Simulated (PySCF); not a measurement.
## Electric field gradients and quadrupole coupling constants

Species: C4H10O2SSi2.
Geometry (GFN2-xTB, Å), atoms numbered from 1 in this order:
```
atom  x, y, z in Å
C1    -2.5369   -0.9566    0.1272
C2    -1.2626   -0.2087    0.4968
C3    -1.3222    1.2758    0.1282
C4     0.0733    1.7939   -0.1368
O5     0.4226    2.9344   -0.0752
O6     0.9275    0.8150   -0.4811
Si7    0.3348   -0.7338   -0.3979
S8     1.7480   -1.8608    0.7024
Si9    3.4594   -0.5141    0.6609
H10   -3.3973   -0.5177    0.6298
H11   -2.4608   -1.9992    0.4257
H12   -2.7116   -0.9213   -0.9462
H13   -1.1210   -0.2930    1.5803
H14   -1.8740    1.4047   -0.8081
H15   -1.8051    1.8967    0.8832
H16    0.1754   -1.1938   -1.7699
H17    3.7450   -0.2341   -0.7374
H18    3.1303    0.6686    1.4401
H19    4.4652   -1.3467    1.3009
```

Field gradients from the PBE0/pcSseg-1 density (PySCF, non-relativistic), principal values in atomic units, ordered |Vxx| ≤ |Vyy| ≤ |Vzz|:

```tsv
atom	Vxx	Vyy	Vzz
O5	0.5939	1.0874	-1.6813
O6	-0.5676	-0.7388	1.3064
S8	0.1978	1.4377	-1.6355
```

Q: Find the asymmetry η = (Vxx − Vyy)/Vzz and the couplings χ = eQV/h (234.96 MHz × Q in barn × V in au), with Q(17O) = −0.0256 b, Q(33S) = −0.0678 b.

A: 
| atom | environment | nucleus | η | χzz (MHz) | χxx (MHz) | χyy (MHz) |
| --- | --- | --- | --- | --- | --- | --- |
| O5 | carbonyl oxygen | 17O | 0.29 | 10.11 | -3.57 | -6.54 |
| O6 | oxygen singly bound to a carbonyl carbon | 17O | 0.13 | -7.86 | 3.41 | 4.44 |
| S8 | sulfur bonded to 2 Si | 33S | 0.76 | 26.05 | -3.15 | -22.90 |

The tensor is traceless: Vxx + Vyy + Vzz = 0.

Q: What is Vzz at O6 in SI units (1 au = 9.71736 × 10²¹ V/m²)?

A: 1.3064 au = 12.695 × 10²¹ V/m².

Were the hydrogens deuterons (Q(2H) = 0.00286 b), χzz would run from 110 kHz (H16) to 211 kHz (H11).

Geometry: GFN2-xTB, one conformer, isolated molecule. GFN2-xTB bond lengths can be off by several hundredths of an ångström, more for odd bonds, and the gradients follow them. These gradients aren't converged with respect to the basis.
